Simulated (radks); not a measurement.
Question: These are the eigenvalues of the occupied orbitals of an atom or ion with whole-number occupations (hartree). All-electron calculation, non-relativistic Kohn-Sham, PBE, spin-polarised, spherical densities, point nucleus. Program: a radial shooting solver on a logarithmic mesh with Libxc functionals.

1s: -67.48041
2s: -7.04300
2p: -5.45804

Which element is it, and in what charge state? The configuration may be excited. Open shells, if any, are filled with parallel spins first.

Answer: Z = 14, silicon, charge +4: Si4+ in [Ne]. The list shows which subshells hold electrons but not how many an open one holds; the 1s level, -67.48 hartree, gives Z - s = 11.6 by -(Z - s)^2/2, which with screening narrows Z to a few neighbours, and the depths of the outer levels then fix element, charge and occupations together.
